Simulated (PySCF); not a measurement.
# `C#C[C@]1(F)[SiH2]C[C@@H]1C`, C6H9FSi

Geometry:
```tsv
atom	x (Å)	y (Å)	z (Å)
C1	1.742	2.185	0.711
C2	0.982	1.452	0.145
C3	0.051	0.610	-0.555
F4	0.321	0.675	-1.929
Si5	-1.820	0.853	-0.068
C6	-1.337	-0.825	0.706
C7	-0.001	-0.863	-0.071
C8	1.194	-1.339	0.736
H9	2.410	2.816	1.217
H10	-2.090	1.974	0.825
H11	-2.702	0.795	-1.228
H12	-1.160	-0.769	1.780
H13	-1.971	-1.690	0.525
H14	-0.105	-1.485	-0.964
H15	1.324	-0.726	1.626
H16	2.104	-1.277	0.142
H17	1.049	-2.374	1.042
```

Computed with TDDFT wB97X-D/def2-SVPD circular dichroism and optical rotation, one conformer, gas phase in PySCF. Geometry: GFN2-xTB.

**Question.** Draw the ECD and absorption spectra from the lowest 12 states, each a Gaussian of half-width 0.35 eV at 1/e height.

**Answer.** 
```tsv
E (eV)	λ (nm)	Δε (L mol⁻¹ cm⁻¹)	ε (L mol⁻¹ cm⁻¹)
5.07	244	+0.80	58.1
5.22	237	+2.27	164
5.37	231	+4.46	323
5.52	224	+6.05	439
5.67	218	+5.64	421
5.82	213	+3.35	326
5.97	208	+0.11	364
6.12	202	-4.48	775
6.27	198	-11.70	1630
6.42	193	-20.76	2670
6.57	189	-26.56	3360
6.72	184	-21.98	3410
6.87	180	-5.19	3120
7.02	177	+15.23	3190
7.17	173	+25.45	3950
7.32	169	+19.14	5110
7.47	166	+3.87	6520
7.62	163	-7.92	8730
7.77	159	-11.15	11800
7.92	156	-7.55	13900
```
Δε uses R in velocity form, ε uses f in length form. Only the states computed contribute, so the short-wavelength end is incomplete.

The sign of the CD band at 152 nm isn't settled: the length form gives the opposite one.
